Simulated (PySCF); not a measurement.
**Multinuclear NMR of C5H7NO2**

Geometry:
```csv
atom,x (Å),y (Å),z (Å)
N1,2.856,0.354,0.089
C2,1.791,-0.381,-0.265
O3,1.832,-1.452,-0.833
C4,0.473,0.303,0.142
O5,0.498,1.376,0.711
C6,-0.733,-0.445,-0.212
C7,-1.929,-0.349,0.716
C8,-1.974,0.343,-0.590
H9,3.793,0.046,-0.107
H10,2.692,1.231,0.559
H11,-0.538,-1.382,-0.715
H12,-2.509,-1.248,0.861
H13,-1.799,0.252,1.603
H14,-2.585,-0.059,-1.383
H15,-1.873,1.418,-0.597
```

One computed conformer, no solvent, equivalent nuclei averaged, no relativistic terms. GFN2-xTB structure; NMR shieldings at PBE0/pcSseg-1/GIAO; PySCF 2.14.0 with density-fitted response routines.

Q: Where does 15N resonate?

A: 
| atoms | environment | σ (ppm) | δ (ppm) |
| --- | --- | --- | --- |
| N1 | amide-type nitrogen | 161.1 | -296.5 |

Shieldings were converted by a linear fit to measured shifts: 15N: δ = -148.07 − 0.921σ (rms 6.3 ppm, 71 shifts vs CH3NO2, solution or neat liquid). Occasional misses reach two or three times the rms, and more in compound classes unlike the fitted ones.

On a 500 MHz spectrometer 15N resonates near 50.7 MHz, so 1 ppm is 50.7 Hz.

Q: What are the 17O shifts?

A: 
```csv
atoms,environment,σ (ppm),δ (ppm)
O5,ketone oxygen,-237.2,482.7
O3,amide-type carbonyl oxygen,-49.2,311.5
```

Shieldings were converted by a linear fit to measured shifts: 17O (scatter 10.7 ppm rms, 12.2 ppm with the 3 outliers that the fit left out vs liquid water, solution or neat liquid). Occasional misses reach two or three times the rms, and more in compound classes unlike the fitted ones.

On a 300 MHz spectrometer 17O resonates near 40.7 MHz, so 1 ppm is 40.7 Hz.

Hydrogen bonding in solution shields acid and N–H amide carbonyl oxygens by tens of ppm.
